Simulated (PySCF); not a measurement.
Job file and geometry (Å, from GFN2-xTB) of an NMR shielding run on SMILES N#CCSS/C=C\C=O, C5H5NOS2, PySCF 2.14.0, density-fitted response routines, GIAO PBE0/pcSseg-1 NMR shielding, non-relativistic, gas phase; density fitting, a coarse starting grid and PySCF grid level 2 are the driver's defaults:

```
$ OMP_NUM_THREADS=1 python probes_run.py task.json out

{"job": {"kind": "nmr", "xc": "PBE0", "basis": "pcSseg-1"}, "charge": 0, "multiplicity": 1}
N      1.522214     2.139919     0.181569
C      2.078212     1.142480     0.248930
C      2.688294    -0.151556     0.284056
S      1.761866    -1.275200    -0.850642
S     -0.115440    -1.266496     0.137075
C     -0.852904    -0.034919    -0.793147
C     -2.123920     0.342567    -0.498640
C     -2.687498    -0.356823     0.596616
O     -2.017262    -1.222634     1.168962
H      3.709937    -0.115347    -0.092270
H      2.664018    -0.572127     1.290304
H     -0.271412     0.395963    -1.589354
H     -2.652639     1.106793    -1.038212
H     -3.704145    -0.133092     0.932589
```

Q: Write the output of this run.

A: 
```
coarse grid: 13928 points
cycle   1  E = -1118.9186055052  dE =  1.544e+00  |g| = 7.906e-01  |ddm| = 3.852e+00
cycle   2  E = -1118.2403760255  dE =  6.782e-01  |g| = 1.928e+00  |ddm| = 2.281e+00
cycle   3  E = -1119.0428719808  dE = -8.025e-01  |g| = 1.807e-01  |ddm| = 1.847e+00
cycle   4  E = -1119.0484524271  dE = -5.580e-03  |g| = 1.251e-01  |ddm| = 3.450e-01
cycle   5  E = -1119.0516679701  dE = -3.216e-03  |g| = 5.040e-02  |ddm| = 1.342e-01
cycle   6  E = -1119.0521948048  dE = -5.268e-04  |g| = 1.325e-02  |ddm| = 4.145e-02
cycle   7  E = -1119.0522287929  dE = -3.399e-05  |g| = 3.742e-03  |ddm| = 1.199e-02
cycle   8  E = -1119.0522322061  dE = -3.413e-06  |g| = 1.339e-03  |ddm| = 4.469e-03
final grid: 128592 points
cycle   9  E = -1119.1192412383  dE = -1.000e-05  |g| = 1.328e-02  |ddm| = 3.272e-02
cycle  10  E = -1119.1191342924  dE =  1.069e-04  |g| = 2.630e-02  |ddm| = 3.131e-02
cycle  11  E = -1119.1192759188  dE = -1.416e-04  |g| = 3.131e-03  |ddm| = 2.262e-02
cycle  12  E = -1119.1192780679  dE = -2.149e-06  |g| = 4.868e-04  |ddm| = 3.423e-03
cycle  13  E = -1119.1192781372  dE = -6.927e-08  |g| = 1.743e-04  |ddm| = 8.705e-04
cycle  14  E = -1119.1192781444  dE = -7.258e-09  |g| = 6.909e-05  |ddm| = 2.280e-04
cycle  15  E = -1119.1192781455  dE = -1.099e-09  |g| = 2.330e-05  |ddm| = 8.007e-05
cycle  16  E = -1119.1192781456  dE = -9.550e-11  |g| = 1.065e-05  |ddm| = 2.070e-05
converged SCF energy = -1119.1192781456

GIAO shielding tensors (ppm)
atom      isotropic    diamagn.    paramagn.     s11        s22        s33       span
  0 N      -39.162     340.017    -379.179   -208.685   -187.071    278.271    486.956
  1 C       64.612     263.857    -199.245    -53.919    -42.342    290.097    344.016
  2 C      162.008     253.605     -91.597    146.632    162.604    176.788     30.156
  3 S      332.904    1057.502    -724.598    154.281    321.794    522.638    368.357
  4 S      213.448    1053.724    -840.276    114.354    210.297    315.693    201.339
  5 C       -3.760     261.047    -264.807   -105.655    -18.785    113.161    218.816
  6 C       64.432     256.699    -192.268    -30.625     69.643    154.277    184.903
  7 C       -6.688     247.840    -254.529    -92.055    -35.100    107.090    199.145
  8 O     -253.431     409.540    -662.972   -703.884   -342.017    285.607    989.491
  9 H       28.602      27.264       1.338     22.934     26.101     36.771     13.837
 10 H       28.295      29.486      -1.191     23.216     26.759     34.909     11.693
 11 H       22.886      33.377     -10.491     18.385     21.520     28.754     10.369
 12 H       24.838      31.821      -6.983     22.430     23.779     28.305      5.875
 13 H       21.952      26.635      -4.683     19.677     22.627     23.551      3.874
```

Q: Turn these shieldings into chemical shifts. References, each an isolated molecule treated in the same way: NH3 for 15N (267.73 ppm); 13C (186.93 ppm), 1H (31.72 ppm) against TMS; CS2 for 33S (503.73 ppm); H2O for 17O (336.08 ppm).

A: Averaging equivalent atoms: N 0: 306.9; C 7: 193.6; C 5: 190.7; C 6: 122.5; C 1: 122.3; C 2: 24.9; S 4: 290; S 3: 171; O 8: 589.5; H 13: 9.77; H 11: 8.83; H 12: 6.88; H 9/10: 3.27 ppm. Unscaled 17O shifts of doubly bonded oxygen tend to come out too high, by tens of ppm or more. Experimental scales use liquid or dissolved standards, which lie at an offset from isolated NH3 (liquid NH3: subtract about 20 ppm) and H2O (liquid H2O: subtract about 36 ppm). Unscaled 15N shifts of sp2 nitrogen come out 20 to 40 ppm too high even then.

Size and cost of the density-fitted run: 192 basis functions, 34 s wall time on 1 thread of an Arm Neoverse V1, shared host; peak memory 0.84 GiB.
